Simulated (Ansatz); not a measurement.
```xyz
3

Br    2.208   -0.855    0.399
Cd    0.000    0.000   -0.003
Br   -2.209    0.856   -0.396
```

The species carries charge 0 and has multiplicity 1. Cd: def2 effective core potential.

Task: List the r2SCAN/def2-TZVPP orbital energies in eV (Ansatz). (An estimate is asked.)

Result: The calculation gave: Occupied: -13121.96, -13121.96, -1695.17, -1695.17, -1525.93, -1525.93, -1525.87, -1525.87, -1525.88, -1525.88, -234.82, -234.82, -175.04, -175.04, -174.84, -174.84, -174.84, -174.84, -113.51, -73.05, -73.05, -73.01, -68.87, -68.87, -68.82, -68.82, -68.82, -68.82, -68.67, -68.67, -68.67, -68.67, -20.09, -19.70, -14.67, -14.60, -14.60, -14.49, -14.49, -9.56, -8.81, -7.82, -7.82, -7.46, -7.46. Lowest empty: -2.94, -1.12, -1.12, 1.84, 2.14, 4.81, 4.81, 5.05.
